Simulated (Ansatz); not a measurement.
Consider the hydrogenolysis of the Si–F bond: `C=N[SiH](N)F` + H₂ → `C=N[SiH2]N` + H–F.

Program: Ansatz. Geometries: PBE0-D4/def2-TZVP. ΔE: electronic, gas phase. CCSD(T)/CBS is the MP2 limit (def2-TZVPP, def2-QZVPP) plus CCSD(T) − MP2 in def2-TZVPP, frozen cores. This one scheme is used for every species. Functionals use def2-TZVPP. Each species was taken in one conformer, which may not be the lowest.

`C=N[SiH](N)F`:

Cartesian coordinates in Å:
```
C 0.938 -1.164 -1.311
N 0.138 -0.220 -1.085
Si -0.682 0.030 0.416
N -0.359 1.622 0.880
F -0.192 -1.042 1.509
H 1.410 -1.263 -2.296
H 1.216 -1.930 -0.571
H -2.128 -0.228 0.270
H -0.745 2.053 1.702
H 0.405 2.142 0.486
```

H₂:

Z-matrix (Å, degrees):
```
H
H 1 0.746
```

`C=N[SiH2]N`:

```xyz
10

C     0.034    0.060   -1.999
N    -0.038   -0.633   -0.952
Si   -0.521    0.023    0.597
N     0.626   -0.212    1.840
H     0.340   -0.393   -2.950
H    -0.195    1.139   -2.043
H    -0.745    1.494    0.468
H    -1.763   -0.697    0.967
H     0.804   -1.136    2.198
H     1.458    0.355    1.874
```

H–F:

Cartesian coordinates in Å:
```
F 0.179 -0.042 0.422
H -0.179 0.042 -0.422
```

```json
{"level": "r2SCAN-D4", "ΔE (kJ/mol)": "147.7"}
{"level": "PBE0-D4", "ΔE (kJ/mol)": "132.8"}
{"level": "ωB97M-V", "ΔE (kJ/mol)": "143.7"}
{"level": "revPBE", "ΔE (kJ/mol)": "127.6"}
{"level": "r2SCAN", "ΔE (kJ/mol)": "147.3"}
{"level": "HF/def2-TZVPP", "ΔE (kJ/mol)": "141.9"}
{"level": "CCSD/def2-TZVPP", "ΔE (kJ/mol)": "136.4"}
{"level": "HF/def2-QZVPP", "ΔE (kJ/mol)": "143.5"}
```

(1) What does CCSD(T)/CBS give? (An estimate is asked.)

(2) What do rigid-rotor, harmonic-oscillator terms from PBE0-D4/def2-TZVP frequencies (298.15 K, 1 bar) make of the CCSD(T)/CBS value? (Estimate.)

Largest T1 diagnostic among the species: 0.012.

Results:

(1) Computed: +138.7 kJ/mol. The listed levels differ from it by 9.0, -5.9, 5.0, -11.1, 8.6, 3.2, -2.3, 4.8 kJ/mol.

(2) Ansatz gave: ΔZPE = +12.4 kJ/mol, ΔH = +148.2 kJ/mol, ΔS = 13 J/(mol·K), ΔG = +144.3 kJ/mol.

At CCSD(T), def2-SVP lies −10.3 kJ/mol from the extrapolated value and def2-TZVPP −1.8 kJ/mol. Leaving LDA and LC-ωPBE aside and taking each functional with its dispersion term where it has one, the values, not all of them listed here, spread over 15.4 kJ/mol, from HSE06-D4 to r2SCAN-D4. LDA lies +4.8 kJ/mol from PBE without D4.

CCSD(T)/CBS has its own doubt, a few kJ/mol and more with outer-core shells, so smaller differences from it don't rank the levels.
